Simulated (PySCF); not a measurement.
Ionising TlS

PBE; Tl def2-SVPD with ECP60, S def2-SVPD; scalar-relativistic core potentials (PySCF 2.14). Neutral (UKS): doublet (π ↑), Re = 2.655 Å, ωe = 255 cm⁻¹, De = 3.21 eV, HOMO -5.27 eV, LUMO -4.98 eV.

TlS⁺ (UKS): triplet (π ↑↑), Re = 3.197 Å, ωe = 120 cm⁻¹. The energies at the minima are -570.45544 hartree for TlS and -570.15911 for TlS⁺.

(1) Work out the adiabatic ionisation energy, without and with harmonic zero-point energies (1 hartree = 27.2114 eV, 1 eV = 8065.5 cm⁻¹), and the change of the bond length.

TlS⁻ (UKS): singlet (closed shell), Re = 2.460 Å, ωe = 324 cm⁻¹, De = 3.49 eV to Tl + S⁻. The energies at the minima are -570.45544 hartree for TlS and -570.54724 for TlS⁻.

(2) Work out the adiabatic electron affinity, without and with harmonic zero-point energies (1 hartree = 27.2114 eV, 1 eV = 8065.5 cm⁻¹), and the change of the bond length.

Spin–orbit coupling is left out, which matters for elements this heavy, above all for dissociation energies. For an ion De counts to the pair picked by the measured ionisation energies or electron affinities, which need not be the lowest pair at this level. States were picked by a PBE0 search and need not be the measured ground states.

## Answers

(1) At PBE: 0.29633 hartree = 8.064 eV between the minima; the zero-point term (120.0 − 255.0)/2 cm⁻¹ = -0.008 eV makes it 8.055 eV. Re changes by +54.2 pm against the neutral. The electron leaves a π orbital, and the ion is left as a loose complex of an ion and an atom.

(2) At PBE: 0.09180 hartree = 2.498 eV between the minima; the zero-point term (255.0 − 324.0)/2 cm⁻¹ = -0.004 eV makes it 2.494 eV. Re changes by -19.5 pm against the neutral. The electron enters a π orbital; the charge polarises the partner, so the anion is bound more strongly.
